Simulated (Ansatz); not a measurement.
Species: ZrCl₃ (charge 0, doublet). The spin state was set by rule; other spins were not relaxed. SMILES: [Cl][Zr]([Cl])[Cl]
Geometry: optimised at B3LYP-D3(BJ)/def2-TZVP (Ansatz, a quantum-chemistry and plane-wave program).

Computed values are from Ansatz. Correlated levels leave the core frozen unless marked. UHF or UKS for open shells. Spin-orbit coupling is left out. The frozen core is the preceding noble-gas configuration, with the filled d and f shells of earlier blocks. Past Kr the def2 sets carry scalar-relativistic core potentials. Basis-set limits of correlation are two-point, X^-3; Hartree-Fock from the larger set. The bracket is a focal-point correction in the basis named.

Problem. What is the total energy at CCSD(T)/CBS(def2-TZVPP,def2-QZVPP)?

Solution. -1426.2055 Eh.

Problem. What is the dipole moment at CCSD(T)/def2-SVPD?

Solution. 0.00 D.

Problem. What is the atomisation energy De at CCSD(T)/CBS(def2-TZVPP,def2-QZVPP)?

Solution. 1501.1 kJ/mol.

Problem. What is the vertical ionisation energy (to the singlet) at RI-MP2/CBS(def2-TZVPPD,def2-QZVPPD)+[CCSD(T)-MP2]/def2-TZVPPD?

Solution. 8.02 eV.

Problem. What is the T1 diagnostic at CCSD/def2-QZVPP?

Solution. 0.016.
